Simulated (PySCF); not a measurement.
**Spinor energies of W³⁹⁺ (tungsten, charge +39)**

Start: [Ar] 3d10 4s2 4p5; 4p1/2 filled at m_j = -1/2, +1/2; 4p3/2 filled at m_j = -1/2, +1/2, +3/2. Calculated with PySCF 2.14 in an uncontracted even-tempered set (16 s from 4.6 bohr⁻², ratio 2.8; 14 p from 5.9 bohr⁻², ratio 2.8; 8 d from 11 bohr⁻², ratio 2.8; 4 f from 29 bohr⁻², ratio 3): generalised Hartree-Fock with the X2C-1e Hamiltonian and a Gaussian nucleus; one run each with spin-orbit coupling (SO) switched off, then screened by Boettger's factors.

| spinor shell | electrons | ε, spin-free (eV) | ε, screened SO (eV) | weight of nominal j (screened SO) | rms radius, screened SO (bohr) |
| --- | --- | --- | --- | --- | --- |
| 1s1/2 | 2 | -71672.8 | -71650.1 | 1.000 | 0.0208 |
| 2s1/2 | 2 | -13972.7 | -13964.9 | 1.000 | 0.0838 |
| 2p1/2 | 2 | -12446.7 | -13414.0 | 1.000 | 0.0712 |
| 2p3/2 | 4 | -12446.7 | -12053.0 | 1.000 | 0.0786 |
| 3s1/2 | 2 | -4574.0 | -4570.7 | 1.000 | 0.212 |
| 3p1/2 | 2 | -4110.8 | -4329.6 | 1.000 | 0.203 |
| 3p3/2 | 4 | -4110.8 | -4018.9 | 1.000 | 0.217 |
| 3d3/2 | 4 | -3585.8 | -3624.1 | 1.000 | 0.191 |
| 3d5/2 | 6 | -3585.8 | -3556.9 | 1.000 | 0.195 |
| 4s1/2 | 2 | -2077.4 | -2076.2 | 1.000 | 0.448 |
| 4p1/2 | 2 | -1906.8 | -1973.9 | 0.999 | 0.442 |
| 4p3/2 | 3 | -1906.8 | -1878.3 | 1.000 | 0.465 |

| quantity | spin-free | screened SO |
| --- | --- | --- |
| E (hartree) | -15190.65841 | -15210.86645 |
| M_J | 3/2 | 3/2 |
| ⟨J²⟩ | 3.751 | 3.751 |
| ⟨L²⟩ | 2.001 | 2.071 |
| ⟨S²⟩ | 0.750 | 0.821 |

Each row is a mean over spinors that exchange with the open shell spreads, by up to 12.458 eV (4s1/2).

Breit and QED terms are absent; they matter most for the inner s and p1/2 levels.

Densities and radii are taken from the X2C orbitals without a picture-change correction, which distorts them close to the nucleus.

Without spin-orbit coupling the j labels of p, d and f shells carry no meaning; the spin-free column gives the mean over the occupied spinors of each nl shell.
